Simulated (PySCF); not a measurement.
**Field gradients at the hydrogen positions**

Species: 1,4-bis(dimethylsilyl)benzene, C10H18Si2.
Geometry (PBE0-D3(BJ)/def2-SVP, Å), atoms numbered from 1 in this order:
```xyz
30
C10H18Si2 angstrom
C     -4.065    1.127    0.461
Si    -3.286   -0.556    0.143
C     -3.851   -1.249   -1.510
C     -1.406   -0.405    0.186
C     -0.761    0.118    1.320
C      0.623    0.245    1.369
C      1.429   -0.146    0.287
Si     3.302    0.061    0.371
C      3.733    1.890    0.462
C      4.120   -0.742   -1.118
C      0.787   -0.672   -0.841
C     -0.602   -0.798   -0.891
H     -3.691    1.567    1.399
H     -5.160    1.045    0.539
H     -3.828    1.825   -0.357
H     -3.712   -1.488    1.239
H     -3.587   -0.570   -2.336
H     -3.397   -2.231   -1.713
H     -4.945   -1.378   -1.516
H     -1.352    0.432    2.187
H      1.085    0.654    2.274
H      3.789   -0.605    1.624
H      3.245    2.368    1.325
H      3.397    2.412   -0.448
H      4.820    2.037    0.561
H      3.823   -0.242   -2.053
H      5.216   -0.675   -1.035
H      3.852   -1.807   -1.198
H      1.377   -0.993   -1.705
H     -1.061   -1.213   -1.794
```

Level: PBE0/pcSseg-1 (PySCF, non-relativistic); Q(2H) = 0.00286 b; rigid geometry, the same for H and D, with no vibrational averaging.

Task: What are Vzz, η and χzz (234.96 MHz × Q × Vzz) at all hydrogens?

Result: 
| atom | bonded to | bond length (Å) | Vzz (au) | η | χzz (kHz) |
| --- | --- | --- | --- | --- | --- |
| H13 | C1 | 1.101 | 0.2993 | 0.01 | 201 |
| H14 | C1 | 1.101 | 0.2982 | 0.01 | 200 |
| H15 | C1 | 1.101 | 0.2980 | 0.01 | 200 |
| H16 | Si2 | 1.501 | 0.1378 | 0.02 | 93 |
| H17 | C3 | 1.102 | 0.2977 | 0.02 | 200 |
| H18 | C3 | 1.101 | 0.2984 | 0.02 | 201 |
| H19 | C3 | 1.101 | 0.2991 | 0.01 | 201 |
| H20 | C5 | 1.095 | 0.2992 | 0.08 | 201 |
| H21 | C6 | 1.095 | 0.2988 | 0.08 | 201 |
| H22 | Si8 | 1.500 | 0.1378 | 0.02 | 93 |
| H23 | C9 | 1.101 | 0.2993 | 0.01 | 201 |
| H24 | C9 | 1.101 | 0.2979 | 0.01 | 200 |
| H25 | C9 | 1.101 | 0.2983 | 0.01 | 200 |
| H26 | C10 | 1.102 | 0.2977 | 0.02 | 200 |
| H27 | C10 | 1.101 | 0.2991 | 0.01 | 201 |
| H28 | C10 | 1.101 | 0.2984 | 0.02 | 201 |
| H29 | C11 | 1.094 | 0.3004 | 0.07 | 202 |
| H30 | C12 | 1.094 | 0.3005 | 0.07 | 202 |

Task: Average by the element that carries the hydrogen.

Result: on C: 201 kHz over 16 positions, mean bond length 1.100 Å; on Si: 93 kHz over 2 positions, mean bond length 1.500 Å.

Geometry: PBE0-D3(BJ)/def2-SVP, one conformer, isolated molecule. With so small a basis the couplings can be 20 % off.
